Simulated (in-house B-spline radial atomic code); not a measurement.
Mo³⁺ is squeezed into an impenetrable sphere of radius R (the orbitals vanish at R). No spin polarisation. Computed with a B-spline radial code for spherical atoms: scalar-relativistic (X2C) PBE, spherical fractional occupations, Fermi nucleus of rms radius 4.4091 fm.

Energies in eV above the free ion in [Kr] 4d3:

```csv
R (bohr),highest level (eV),[Kr] 4d3,[Ar] 3d10 4s2 4p5 4d4,[Kr] 4d2 4f1
9.52,-32.9,1.466e-05,37.34,24.34
5.8,-32.9,0.01255,37.35,25.52
5.39,-32.8,0.0341,37.37,26.07
4.02,-32.1,0.8408,38.29,30.66
3.58,-31.1,2.307,39.99,34.46
2.98,-27.4,9.607,48.3,46.38
2.73,-24.1,18.03,57.67,57.35
2.16,-5.87,84.32,128.7,130.8
1.87,17,196.4,245.5,246.4
1.45,98.6,728,788,775.7
```

(1) Does [Ar] 3d10 4s2 4p5 4d4 fall below [Kr] 4d3 under compression?

(2) Does [Kr] 4d2 4f1 fall below [Kr] 4d3 under compression?

The highest level is first positive in the row R = 1.87 bohr, pushed up by confinement above the zero of the free ion's potential. Each configuration is held fixed and needn't be the lowest in the sphere.

Results:

(1) No, it stays above over the whole range.

(2) No, it stays above over the whole range.
